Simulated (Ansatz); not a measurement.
The same atomization along the group F, Cl, I.

Gas-phase electronic energies from Ansatz, PBE0-D4/def2-TZVP geometries. CBS: MP2 limit from def2 TZ/QZ plus the TZ coupled-cluster correction, frozen cores. This one scheme is used for every species, atoms too. DFT in def2-TZVPP. No spin–orbit coupling; open shells (•) take unrestricted orbitals. Spin–orbit coupling would lower the free atoms: a little for C, Cl, F; strongly for I. def2 core potentials past Kr. Bonds to I are less sure, by a few kJ/mol each and by 10 to 20 or more in all where they break to atoms, as the def2 sets lack core-valence functions.

```json
{"reaction": "`CC1=C(F)C1` → 4 C• + F• + 5 H•", "PBE0-D4 (kcal/mol)": "1000.4", "CCSD(T)/CBS(def2) (kcal/mol)": "982.6"}
{"reaction": "`CC1=C(Cl)C1` → 4 C• + Cl• + 5 H•", "PBE0-D4 (kcal/mol)": "977.6", "CCSD(T)/CBS(def2) (kcal/mol)": "957.8"}
{"reaction": "`CC1=C(I)C1` → 4 C• + I• + 5 H•", "PBE0-D4 (kcal/mol)": "955.2", "CCSD(T)/CBS(def2) (kcal/mol)": "938.8"}
```

Largest T1 diagnostic: 0.011, for `CC1=C(F)C1`.

For atomizations the MP2-based limit and the directly extrapolated one differ by several kJ/mol either way, and by 10 to 25 for some Ge, Se and Sn compounds, so smaller differences from it don't rank the levels.
